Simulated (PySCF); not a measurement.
# Orbital energies, ionisation energy and electron affinity

Compound: BH₈NSi₂.
Z-matrix (Å and degrees, PBE0-D3(BJ)/def2-SVP geometry), rows numbered from 1:
```
B 
Si  1  2.0087
N   2  1.7495  1  115.05
Si  3  1.7393  2  129.18  1   -37.80
H   1  1.2101  2  117.93  3  -175.74
H   1  1.2077  2  124.68  3     4.53
H   2  1.5016  1  108.73  3   120.62
H   2  1.5080  1  106.72  3  -126.05
H   3  1.0172  2  114.56  1   153.89
H   4  1.4969  3  111.85  2   128.47
H   4  1.4926  3  107.56  2     8.55
H   4  1.4985  3  112.44  2  -110.99
```

Level: PBE0/def2-SVPD (PySCF). Frontier orbitals with their largest atomic shares (Löwdin; up to four atoms above 4 %):

```tsv
orbital	ε (eV)	main atoms
HOMO−3	-9.52	Si4 22 %, Si2 16 %, H12 14 %, H7 10 %
HOMO−2	-9.47	Si4 32 %, H11 22 %, H10 16 %, Si2 8 %
HOMO−1	-8.48	B1 32 %, Si2 28 %, H7 10 %, N3 9 %
HOMO	-7.32	?
LUMO	-2.41	B1 57 %, Si2 18 %, H6 9 %, H5 9 %
LUMO+1	-0.02	Si4 21 %, Si2 21 %, H9 12 %, N3 11 %
LUMO+2	0.65	B1 29 %, Si4 22 %, Si2 11 %, H10 8 %
```

Q: What vertical ionisation energy does ΔSCF give, and how far is −ε(HOMO) from it?

A: ΔSCF: 9.19 eV (887 kJ/mol; threshold wavelength 135 nm); ⟨S²⟩ of the doublet left behind is 0.760, against 0.75 for a pure doublet. −ε(HOMO) is 7.32 eV, 1.87 eV below it. For the exact functional −ε(HOMO) would equal the first vertical ionisation energy; PBE0 (global hybrid, 25 % exact exchange) falls short of its own ΔSCF value by 20 %.

Q: On which atoms does the HOMO lie?

A: N3 (nitrogen bridging silicon atoms) 48 %, Si2 (SiH2 silicon) 12 %, Si4 (SiH3 silicon) 10 %, H8 (Si–H hydrogen) 9 %. The HOMO−1 lies 1.16 eV lower.

Q: And the vertical electron affinity, the fundamental gap, Mulliken's electronegativity and the hardness (with the factor ½)?

A: EA = 0.64 eV by ΔSCF (−ε(LUMO) = 2.41 eV). IE − EA = 8.55 eV against an orbital gap of 4.91 eV; (IE + EA)/2 = 4.92 eV; (IE − EA)/2 = 4.27 eV.

Q: How many of the 10 lowest singlet excitations (vertical TDDFT, same level) lie below the ionisation energy?

A: All 10; they run from 3.72 to 7.23 eV.

Q: Shift the occupied levels rigidly so that −ε(HOMO) equals the ΔSCF value. What binding energies result?

A: The shift is +1.87 eV: HOMO 9.19, HOMO−1 10.35, HOMO−2 11.34, HOMO−3 11.39 eV. A rigid shift is only a rough guide to the deeper ionisations.

Q: The lowest singlet excitation (vertical TDDFT, same level) lies at 3.72 eV. How far is it below IE − EA?

A: IE − EA = 8.55 eV, so by 4.83 eV.

Geometry: PBE0-D3(BJ)/def2-SVP, one conformer, isolated molecule.
